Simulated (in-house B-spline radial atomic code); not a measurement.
Sr⁺. Computed with a B-spline radial atomic code. Model: non-relativistic spherical atom: semilocal Troullier-Martins pseudo-atom, one channel per l, against all electrons, high spin, G0W0 and RPA with empty states to l = 8, local potential for every l without a channel, a model core (radius 0 = none) keeps its share of the functional.

Without relativity these are model numbers for so heavy an element.

What the tables leave out is listed at the end.

The pseudopotential gives back the lowest level of each angular momentum of its own functional in the configuration it was made in; a second state of the same l is only approximately right. Exact exchange, RPA and GW see the smooth pseudo-orbitals and miss the exchange with the core, for which the functional's share stands in. The column with an uncorrelated core keeps all orbitals and exact exchange, and so separates missing core correlation from pseudisation. Only the three outermost levels and the lowest empty one were computed. RPA here is direct RPA, with no exchange kernel, and its energies carry an (l + 1/2)⁻⁴ tail. A hybrid on a potential with a model core restores only its own semilocal share of the core's exchange.

Command:
```bash
python run_psgw.py task.json out
```
Settings (lengths in bohr, energies in hartree):
```
Z                      38
electrons              37
configuration          [Kr] 5s1
generated_in           [Kr] 5s2
functional             lda,vwn
core_shells            6
radius_factor          0.9
core_correction        True
ion_configuration      [Ar] 3d10 4s2 4p6
```

Cost of the run: 61 s on 1 thread of Arm Neoverse N1, on a shared host.

Given: made with LDA VWN5; model core radius 0.893 bohr; local radius 1.2 bohr; mean-field start LDA VWN5.

Valence shells of the generating configuration: 4s, 4p, 5s.

Channel: s 1.083, p 1.197, d 1.863 (radii in bohr).

Computed: largest level miss in the spin-unpolarised generating configuration 0.04 eV; valence RPA correlation energy all-electron orbitals -0.43893 hartree; valence RPA correlation energy pseudo -0.46999 hartree; all-electron RPA polarisability, core included 57.75 bohr³; ionisation by mean-field all-electron 11.186 eV; ionisation by mean-field pseudo minus all 0.101 eV; ionisation by RPA all-electron 11.414 eV.

| level | occupied | mean-field all-electron (eV) | mean-field pseudo minus all (eV) | G0W0 all-electron (eV) | G0W0 uncorrelated core minus all (eV) | G0W0 pseudo minus all (eV) | exchange self-energy all-electron (eV) | exchange self-energy pseudo (eV) |
| --- | --- | --- | --- | --- | --- | --- | --- | --- |
| 5s up | 1 | -8.7363 | -0.075 | -11.38 | 0.041 | -0.125 | -7.9826 | -7.3884 |

Task: What is the pseudo-atom RPA polarisability?

Result: 56.341 bohr³.

Task: What is the ionisation by RPA pseudo minus all?

Result: 0.102 eV.

Given: mean-field start PBE0.

Computed: valence RPA correlation energy all-electron orbitals -0.40606 hartree; pseudo-atom RPA polarisability 51.601 bohr³; ionisation by mean-field all-electron 10.895 eV; ionisation by mean-field pseudo minus all 0.034 eV; ionisation by RPA all-electron 11.248 eV; ionisation by RPA pseudo minus all 0.036 eV.

```tsv
level	occupied	mean-field all-electron (eV)	mean-field pseudo minus all (eV)	G0W0 all-electron (eV)	G0W0 uncorrelated core minus all (eV)	G0W0 pseudo minus all (eV)	exchange self-energy all-electron (eV)	exchange self-energy pseudo (eV)
5s up	1	-9.0974	-0.027	-11.298	0.039	-0.031	-7.7011	-7.1277
5s down (empty)	0	-6.8319	-0.03	-5.786	0.035	-0.038	-1.5289	-0.93401
```

Task: What is the valence RPA correlation energy pseudo?

Result: -0.43419 hartree.

Task: What is the all-electron RPA polarisability, core included?

Result: 51.784 bohr³.

Among the listed levels the largest G0W0 shift of the pseudo-atom is -0.12 eV, for 5s up on the LDA VWN5 start, while leaving the core uncorrelated moves that level by +0.04 eV. The rest, -0.17 eV, comes from pseudisation and the lost core exchange. Not in the tables (levels of low weight, unsolved or above zero; the highest and the empty levels are kept at any weight): on LDA the G0W0 levels 4p down (pseudo minus all -0.17 eV, weights 0.48 and 0.51), 4p up (pseudo minus all -0.16 eV, weights 0.26 and 0.25), 5s down (pseudo minus all -0.06 eV, weights 0.57 and 0.55); on PBE0 the G0W0 levels 4p down (pseudo minus all +0.12 eV, weights 0.72 and 0.70), 4p up (pseudo minus all +0.11 eV, weights 0.71 and 0.69); no Hartree-Fock pseudo-atom is run with a model core.
